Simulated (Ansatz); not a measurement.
Consider the formal loss of a carbene: `CNB(C)N` → `[CH2]` (triplet) + `CB(N)N`.

Calculated with Ansatz (gas phase, PBE0-D4/def2-TZVP geometries, no zero-point term in ΔE). CCSD(T)/CBS adds triple-zeta CCSD(T) − MP2 to the extrapolated MP2 energy (def2 sets, frozen cores). This one scheme is used for every species. Functionals use def2-TZVPP. Triplets are unrestricted, without spin–orbit coupling. Each species was taken in one conformer, which may not be the lowest.

CCSD(T)/CBS gives +397.3 kJ/mol.

(1) Another level gave +406.2 kJ/mol. Which?
A. CCSD/def2-TZVPP
B. MP2/def2-TZVPP
C. PBE-D4/def2-TZVPP
D. HF/def2-TZVPP

Largest T1 diagnostic among the species: 0.011.

Results:

(1) C. PBE-D4 406.2, MP2/def2-TZVPP 397.7, HF/def2-TZVPP 251.5, CCSD/def2-TZVPP 376.1 kJ/mol.

The D4 term adds +10.5 kJ/mol with B3LYP and +5.8 kJ/mol with PBE0; it sums over pairs of atoms, weighted by their polarisabilities, and B3LYP, whose exchange is more repulsive, gets the larger term. From PBE to PBE0 (25 % exact exchange), in def2-TZVPP and without D4, ΔE moves by −8.6 kJ/mol. In def2-TZVPP, CCSD(T) changes the Hartree–Fock value by +135.9 kJ/mol (the triples alone add +11.3 kJ/mol) and MP2 by +146.2 kJ/mol.

B3LYP here is the variant with VWN-RPA as its local correlation; programs differ in this.
